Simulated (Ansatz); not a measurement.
Ideal-gas functions of `[O]=[V]([OH])([OH])[F]` at 298.15 K and 1 bar, from an Ansatz frequency run at PBE0-D4/def2-TZVP.

Molar mass 119.95 g/mol, point group Cs (symmetry number 1), electronic degeneracy 1, moments of inertia 129.386, 130.721, 150.553 u Å². Harmonic wavenumbers (cm⁻¹, unscaled): 221, 233, 263, 276, 287, 383, 422, 654, 668, 742, 811, 833, 1152, 3882, 3887.

Use S(trans) = R[1.5 ln M + 2.5 ln T − 1.1517]; rotational temperatures θ = 24.2544 K / I; S(rot) = R[ln(√π/σ · √(T³/θAθBθC)) + 1.5]; for each mode x = 1.438777 ν̃/T, S = R[x/(eˣ − 1) − ln(1 − e⁻ˣ)] and H = RT x/(eˣ − 1); 1 cm⁻¹ = 0.0119627 kJ/mol; R = 8.31446 J/(mol·K).

Question: By hand: the entropy, in J/(mol·K).

Answer: Translation 168.6. Rotation: θ = 0.1875, 0.1855, 0.1611 K, giving 109.8. Vibration, mode by mode: 8.16, 7.76, 6.87, 6.52, 6.24, 4.30, 3.70, 1.53, 1.45, 1.09, 0.83, 0.76, 0.21, 0.00, 0.00, in all 49.4. Electronic 0.0. Sum 327.8 J/(mol·K).

Question: By hand: H − E and G − E in kJ/mol, counted from the electronic energy.

Answer: Zero-point energy ½ × 14714 × 0.0119627 = 88.0; thermal vibration 9.3; translation, rotation and pV give 4 RT = 9.9. H − E = 107.2 kJ/mol, and G − E = 107.2 − 298.15 × 327.8/1000 = 9.5 kJ/mol.

Vibration gives 15 % of the entropy. The sum counts one conformer and one mirror image; others add a mixing term.
